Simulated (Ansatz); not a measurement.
# Strength of the C–O bond: C2H8GeO → GeH2(CH3)O + CH3

Species: C2H8GeO `C[O][GeH2][CH3]`, singlet; GeH2(CH3)O, doublet; CH3 (methyl radical) `[CH3]`, doublet. 

Shapes, held fixed at every level: PBE0-D4/def2-TZVP. Flexible molecules stand in one conformer, not always the lowest. Programs: Ansatz 0.2.0. The zero-point and thermal change to 298 K, harmonic and unscaled (PBE0-D4/def2-TZVP), is -22.3 kJ/mol.

(1) Estimate ΔH(298 K) of this reaction.

Answers

(1) The highest level, CCSD(T)/def2-TZVPP, gives ΔH(298 K) = +377.0 kJ/mol; the levels span +345.0 to +414.6. The column of differences is taken from that level and isn't an error. No measured value is set beside it here. Open shells run unrestricted unless RO is named. Relativity is left out for Ge unless named. Correlated rows may include outer-core shells of Ge, which these sets cover unevenly. Times are processor times on shared x86 and Arm servers, and rough.

```
                level                    kind  ΔH(298 K) (kJ/mol)  less CCSD(T)/def2-TZVPP  CPU time (sum over the molecules)
    PBE-D4/def2-TZVPP                     GGA              +379.2                     +2.2                               46 s
r2SCAN0-D4/def2-TZVPP           global hybrid              +345.0                    -32.0                               83 s
   wB97M-V/def2-TZVPP  range-separated hybrid              +383.1                     +6.1                            3.6 min
   wB97X-V/def2-TZVPP  range-separated hybrid              +382.7                     +5.7                            2.1 min
         MP2/def2-SVP     perturbation theory              +405.1                    +28.1                                  –
       MP2/def2-TZVPP     perturbation theory              +414.6                    +37.6                                  –
   CCSD(T)/def2-TZVPP   coupled cluster or CI              +377.0                      0.0                             24 min
```
